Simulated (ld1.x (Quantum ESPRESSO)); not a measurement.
## Al: TM pseudisation with LDA (PZ), scalar-relativistic reference atom.

- Element: aluminium
- Generator: ld1.x (Quantum ESPRESSO) 7.5
- Type: norm-conserving Troullier–Martins (Kleinman–Bylander form)
- Functional: LDA (PZ)
- Relativity: scalar-relativistic
- Frozen core: [Ne]
- Valence charge: 3
- Reference configuration: 3s2 3p1
- Partial waves: 3s (bound): rc 1.75 bohr; 3d channel at 0.05 Ry: rc 1.85 bohr; 3p (bound): rc 2.05 bohr
- Local potential: the p channel
- Core correction: a·sin(br)/r model core inside 0.85 bohr

Results:

- Cutoffs needed: 10 Ry and 30 Ry (the cutoffs (Ry, on a coarse ladder) from which the occupation-weighted sum of valence levels, in a spherical-Bessel basis at the reference potential, stays within 10 and 1 mRy of its value at 400 Ry)
- Ghost test: no extra level below or beside the all-electron valence levels (s, d, p, f tested) (spherical-Bessel basis up to 400 Ry, 20 bohr box)
- Largest excitation error: -7.2 meV (all-electron minus pseudo) for 3s0 3p3, out of 7 test configurations

Generation and tests took about 1.1 s on one core of a shared server CPU.
